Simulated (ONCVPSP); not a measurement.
**selenium (Se): one change to an ONCV potential, before and after**

- Element: Se
- Generator: ONCVPSP 4.0.1
- Type: optimised norm-conserving Vanderbilt (ONCV)
- Functional: PBE
- Relativity: scalar-relativistic
- Frozen core: [Ne]
- Valence charge: 24
- Reference configuration: 3s2 3p6 3d10 4s2 4p4
- Partial waves: 3s+4s: rc 1.05 bohr, ncon 5, nbas 9, qcut 10.8 1/bohr, 3 projectors, debl 2.2 Ha; 3p+4p: rc 1.10 bohr, ncon 3, nbas 7, qcut 14.3 1/bohr, 2 projectors; 3d: rc 0.75 bohr, ncon 3, nbas 7, qcut 16.6 1/bohr, 2 projectors, debl 3.3 Ha; f scattering state at 0.36 Ha: rc 1.05 bohr, ncon 4, nbas 8, qcut 9.9 1/bohr, 2 projectors, debl 3.8 Ha
- Local potential: polynomial inside 0.65 bohr (lpopt 4, dvloc0 2 Ha)
- Core correction: none

Change: s: qcut 7.7.

Cutoffs: the cutoffs (Ha) at which the residual kinetic energy of the hardest occupied pseudo-wave falls to 1 and 0.1 mHa per electron; they do not see the model core or the augmentation charge, which bear on the density cutoff. Errors are all-electron minus pseudo energies relative to the spin-unpolarised reference configuration.

What does the change do?

The potential gets neither clearly harder nor softer (133 Ha and 350 Ha → 133 Ha and 350 Ha); a bound ghost appears in s, which as a rule spoils a file; the errors of the 4 common tests hardly move.

| quantity | base | changed |
| --- | --- | --- |
| cutoff, loose | 133 Ha | 133 Ha |
| cutoff, tight | 350 Ha | 350 Ha |
| loose cutoff by channel | s 48 Ha, p 66 Ha, d 133 Ha | s 55 Ha, p 66 Ha, d 133 Ha |
| bound ghosts | none | s |
| GHOST(+) flags under 300 eV | none | none |
| error for 3s2 3p6 3d10 4s2 4p3, meV [ΔE 10.85 eV] | -0.9 | -0.9 |
| error for 3s2 3p6 3d10 4s2 4p2, meV [ΔE 31.19 eV] | -2.8 | -2.7 |
| error for 3s2 3p6 3d10 4s2 4p1, meV [ΔE 62.06 eV] | -5.7 | -5.6 |
| error for 3s2 3p6 3d10 4s1 4p5, meV [ΔE 10.88 eV] | -0.6 | -0.8 |
| s: phases at 1.07 bohr within 0.05 rad from the reference energy up to (Ha; the scan ends near 5) | to the end of the scan | to the end of the scan |
| p: phases at 1.12 bohr within 0.05 rad from the reference energy up to (Ha; the scan ends near 5) | to the end of the scan | to the end of the scan |
| d: phases at 0.76 bohr within 0.05 rad from the reference energy up to (Ha; the scan ends near 5) | to the end of the scan | to the end of the scan |
| f: phases at 1.07 bohr within 0.05 rad from the reference energy up to (Ha; the scan ends near 5) | to the end of the scan | to the end of the scan |

 A true bound ghost makes a file unfit for plane-wave use even where its test errors are small: the radial tests pick states by their node count and pass the ghost by.
